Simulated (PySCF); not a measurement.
**Peak assignment**

Geometry:
```
atom   x (Å)   y (Å)   z (Å)
  C1   2.072  -0.462   0.223
  N2   1.038   0.138   0.577
 Si3  -0.368   0.753  -0.187
  P4  -1.992  -0.511   0.710
  H5   2.799  -0.757   0.976
  H6   2.322  -0.724  -0.809
  H7  -0.421   0.776  -1.659
  H8  -0.473   2.108   0.349
  H9  -1.964  -1.491  -0.269
 H10  -3.005   0.177   0.065
```

Theoretical values (PySCF): GFN2-xTB structure, shieldings: GIAO PBE0/pcSseg-1. Isolated molecule, non-relativistic, averaged over atoms made equivalent by symmetry, fast rotation or ring inversion, single conformer.

References, each an isolated molecule treated in the same way: TMS for 1H.

Assign these signals to the numbered atoms. 1H NMR (400 MHz, computed): δ 8.75 (m, 1H), 8.67 (m, 1H), 5.59 (m, 2H), 1.02 (m, 2H).

Answers


| δ (ppm) | atoms | environment | reason |
| --- | --- | --- | --- |
| 8.75 | H6 | hydrogen on a C=N carbon | – |
| 8.67 | H5 | hydrogen on a C=N carbon | – |
| 5.59 | H7/H8 | hydrogen on a silicon bonded to N, P | – |
| 1.02 | H9/H10 | hydrogen on a phosphorus bonded to Si | – |

H6 and H5 lie closer than the usual error of such a calculation, so a measured spectrum could show them in the other order.

No couplings were computed; multiplicities are counted from neighbouring protons, with m where these are inequivalent, close in shift, in a saturated or five-membered ring or joined by F or P, and br s for small geminal =CH2 splittings.
